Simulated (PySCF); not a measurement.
`CC[C@H](Cl)[Si@H](Cl)Br`, C$_{3}$H$_{7}$BrCl$_{2}$Si

Geometry (Å), atoms numbered from 1 in this order:
```xyz
14

C    -1.683   -0.822    0.921
C    -0.664   -0.483   -0.160
C     0.424    0.461    0.334
Cl   -0.286    2.068    0.749
Si    1.811    0.814   -0.932
Cl    1.037    1.361   -2.695
Br    2.921   -1.092   -1.140
H    -2.438   -1.496    0.524
H    -1.197   -1.307    1.765
H    -2.178    0.078    1.276
H    -1.173   -0.033   -1.015
H    -0.182   -1.405   -0.501
H     0.835    0.081    1.272
H     2.770    1.773   -0.422
```

Computed with TDDFT BHandHLYP/aug-cc-pVDZ circular dichroism and optical rotation, one conformer, gas phase (PySCF). Geometry: GFN2-xTB.

The molecule is flexible and this is one conformer; a measurement averages over conformers. The calculation is non-relativistic, which matters for the atoms heavier than Zn.

Question: Draw the ECD and absorption spectra from the lowest 8 states, each a Gaussian of half-width 0.2 eV at 1/e height.

Answer: 
```
E (eV)  λ (nm)  Δε (L mol⁻¹ cm⁻¹)  ε (L mol⁻¹ cm⁻¹)
  6.46     192              -0.01              8.79
  6.56     189              -0.13              83.4
  6.66     186              -0.76               480
  6.76     183              -2.67              1680
  6.86     181              -5.64              3550
  6.96     178              -7.15              4600
  7.06     176              -5.02              3800
  7.16     173              -0.07              2530
  7.26     171              +6.43              2410
  7.36     168             +12.66              3090
  7.46     166             +12.64              3340
  7.56     164              +1.80              2810
  7.66     162             -12.63              2050
  7.76     160             -19.08              1510
  7.86     158             -19.22              1330
  7.96     156             -22.38              1660
```
Δε uses R in velocity form, ε uses f in length form. Only the states computed contribute, so the short-wavelength end is incomplete.
